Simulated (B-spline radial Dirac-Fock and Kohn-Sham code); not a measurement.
Calculated with a B-spline atomic structure program, using the Dirac equation of a negative muon with reduced mass in the field of a spherical finite nucleus, with the Uehling potential to all orders; nuclear polarisation, deformation, hyperfine structure, self-energy, higher-order vacuum polarisation, relativistic recoil and electron screening are left out. The nuclear charge is a Gaussian distribution.

Question: A muonic atom of atomic mass 106.91 u emits these computed lines: 2p3/2 → 1s1/2 3217 keV, 3d5/2 → 2p3/2 868.0 keV, 4f7/2 → 3d5/2 304.8 keV, 5g9/2 → 4f7/2 140.6 keV. Which element is it, and what rms charge radius was used?

Answer: Silver (Z = 47, nuclide ¹⁰⁷Ag); the high transitions hardly feel the nucleus and fix Z. The 2p → 1s line lies 1622 keV below the value for a point nucleus without QED, which for this nuclear model gives a radius near 4.55 fm (4.5454 fm was used).
